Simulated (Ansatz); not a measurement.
Reaction (atomization): `C=C[SiH2]Cl` → 2 C• + Cl• + 5 H• + Si•

Computed with Ansatz on PBE0-D4/def2-TZVP structures; ΔE is electronic, products minus reactants. CCSD(T)/CBS adds triple-zeta CCSD(T) − MP2 to the extrapolated MP2 energy (def2 sets, frozen cores). This one scheme is used for every species, atoms too. Functionals use def2-TZVPP. Open shells (•) are unrestricted, without spin–orbit coupling. Spin–orbit coupling would lower the free atoms: a little for C, Cl, Si. One conformer a species, not always the lowest.

CCSD(T)/CBS gives +3308.0 kJ/mol.

Task: Another level gave +3309.2 kJ/mol. Which?
A. r2SCAN/def2-TZVPP
B. r2SCAN-D4/def2-TZVPP
C. BLYP/def2-TZVPP
D. LDA (SPW92)/def2-TZVPP

Result: A. r2SCAN 3309.2, LDA (SPW92) 3713.1, BLYP 3240.6, r2SCAN-D4 3313.8 kJ/mol.

Largest T1 diagnostic among the species: 0.012.

From r2SCAN to r2SCAN0 (25 % exact exchange), in def2-TZVPP and without D4, ΔE moves by −36.2 kJ/mol: exact exchange takes away binding that semilocal exchange gives to molecules. The D4 term adds +30.4 kJ/mol with B3LYP and +15.9 kJ/mol with PBE0; it sums over pairs of atoms, weighted by their polarisabilities, and B3LYP, whose exchange is more repulsive, gets the larger term. At CCSD(T), def2-SVP lies −183.0 kJ/mol from the extrapolated value and def2-TZVPP −83.5 kJ/mol: correlation converges slowly with the basis, and small sets miss more of it in the bonded molecule than in its fragments.

B3LYP here is the variant with VWN-RPA as its local correlation; programs differ in this.

For atomizations the MP2-based limit and the directly extrapolated one differ by several kJ/mol either way, and by 10 to 25 for some Ge, Se and Sn compounds, so smaller differences from it don't rank the levels.
